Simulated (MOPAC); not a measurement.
MOPAC input (AM1):

```
AM1 1SCF UHF MS=0.5 GEO-OK AUX(PRECISION=9) THREADS=1
HTe

Te   -0.00000000 1   -0.00000000 1   -0.03140517 1
H     0.00000000 1    0.00000000 1    1.63306904 1
```

From the last part of the output:

```
                                                       MOPAC v23.2.5 Linux

          FINAL HEAT OF FORMATION =         34.06434 KCAL/MOL =     142.52521 KJ/MOL

          COSMO AREA              =         74.46 SQUARE ANGSTROMS
          COSMO VOLUME            =         59.90 CUBIC ANGSTROMS

          IONIZATION POTENTIAL    =          6.761549 EV
          ALPHA SOMO LUMO (EV)    =         -7.663  0.249
          BETA  SOMO LUMO (EV)    =         -6.762 -1.935
          NO. OF ALPHA ELECTRONS  =          4
          NO. OF BETA  ELECTRONS  =          3
          MOLECULAR WEIGHT        =        128.6079         POINT GROUP:  C*v

          MOLECULAR DIMENSIONS (Angstroms)

            Atom       Atom       Distance
            H     2   Te     1     1.66447
            H     2   Te     1     0.00000
           Te     1    H     2     0.00000

          SCF CALCULATIONS        =          1

   ATOM   CHEMICAL          X               Y               Z
  NUMBER   SYMBOL      (ANGSTROMS)     (ANGSTROMS)     (ANGSTROMS)

     1      Te         -0.00000000  *  -0.00000000  *  -0.03140517  *
     2       H          0.00000000  *   0.00000000  *   1.63306904  *

                             CARTESIAN COORDINATES

   1   Te       -0.000000000    -0.000000000    -0.031405170
   2    H        0.000000000     0.000000000     1.633069040

           Empirical Formula: H Te  =     2 atoms

      MOLECULAR POINT GROUP   :   C*v

          ALPHA EIGENVALUES
 -25.75174 -11.53453  -9.25187  -7.66324   0.24945

           BETA EIGENVALUES
 -21.79629 -11.04968  -6.76155  -1.93471   0.39605

              NET ATOMIC CHARGES AND DIPOLE CONTRIBUTIONS

  ATOM NO.   TYPE          CHARGE      No. of ELECS.   s-Pop       p-Pop
    1         Te           0.081697        5.9183     1.96843     3.94987
    2          H          -0.081697        1.0817     1.08170
 DIPOLE           X         Y         Z       TOTAL
 POINT-CHG.     0.000     0.000    -0.653     0.653
 HYBRID        -0.000    -0.000     1.419     1.419
 SUM           -0.000    -0.000     0.766     0.766

          ATOMIC ORBITAL ELECTRON POPULATIONS

     Atom    s        px        py        pz
    1 Te   1.96843   2.00000   1.00000   0.94987
    2  H   1.08170

                    (SZ)    =    0.500000
                    (S**2)  =    0.767049

          ATOMIC ORBITAL SPIN POPULATIONS

    Atom   Total    s     px     py     pz
         Atomic
    1 Te  1.1298  0.001  0.000  1.000  0.128
    2  H -0.1298 -0.130

 **********************
 *                    *
 * JOB ENDED NORMALLY *
 *                    *
 **********************

 == MOPAC DONE ==
```
